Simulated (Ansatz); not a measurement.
`C[Si]1(C)C=CC=C1C1=CC=C[Si]1(C)C`. The state is a singlet with charge 0. Geometry PBE-D4/def2-SVP; atoms count from 1.

```xyz
32

C    -0.6519    2.3662   -2.4587
Si   -0.1355    0.5481   -2.3631
C    -1.4706   -0.5818   -3.0858
C     1.5853    0.2198   -3.0575
C     2.3593   -0.2165   -2.0167
C     1.7256   -0.3227   -0.6970
C     0.3915    0.0258   -0.6021
C    -0.3895   -0.0187    0.6037
C    -1.7233    0.3312    0.6989
C    -2.3587    0.2186    2.0172
C    -1.5866   -0.2243    3.0566
Si    0.1353   -0.5487    2.3631
C     0.6531   -2.3669    2.4479
C     1.4680    0.5776    3.0955
H    -0.8269    2.6785   -3.5091
H     0.1379    3.0152   -2.0301
H    -1.5866    2.5412   -1.8870
H    -1.6718   -0.3369   -4.1493
H    -2.4211   -0.4778   -2.5230
H    -1.1524   -1.6421   -3.0272
H     1.9889    0.3265   -4.0755
H     3.4249   -0.4877   -2.1268
H     2.3170   -0.6719    0.1688
H    -2.3133    0.6847   -0.1660
H    -3.4238    0.4915    2.1275
H    -1.9911   -0.3341    4.0739
H    -0.1384   -3.0143    2.0199
H     0.8342   -2.6847    3.4956
H     1.5850   -2.5380    1.8705
H     1.1521    1.6386    3.0371
H     1.6614    0.3303    4.1599
H     2.4222    0.4734    2.5388
```

Q: Estimate the Mulliken populations of the heavy atoms from the PBE0/def2-TZVP orbitals of Ansatz.

A: 
| atom | charge (e) |
| --- | --- |
| C1 | -0.47 |
| Si2 | 0.28 |
| C3 | -0.47 |
| C4 | -0.24 |
| C5 | -0.16 |
| C6 | -0.06 |
| C7 | -0.04 |
| C8 | -0.04 |
| C9 | -0.06 |
| C10 | -0.16 |
| C11 | -0.24 |
| Si12 | 0.28 |
| C13 | -0.47 |
| C14 | -0.47 |
Mulliken values depend strongly on the basis.

Q: And the Mayer bond orders between heavy atoms (over 0.3)?

A: C1–Si2 0.98 (1.89 Å); Si2–C3 0.98 (1.89 Å); Si2–C4 0.94 (1.88 Å); Si2–C7 0.97 (1.91 Å); C4–C5 1.84 (1.37 Å); C5–C6 1.10 (1.47 Å); C6–C7 1.63 (1.38 Å); C7–C8 1.01 (1.44 Å); C8–C9 1.63 (1.38 Å); C8–Si12 0.97 (1.91 Å); C9–C10 1.10 (1.47 Å); C10–C11 1.84 (1.37 Å); C11–Si12 0.94 (1.88 Å); Si12–C13 0.98 (1.89 Å); Si12–C14 0.98 (1.89 Å).
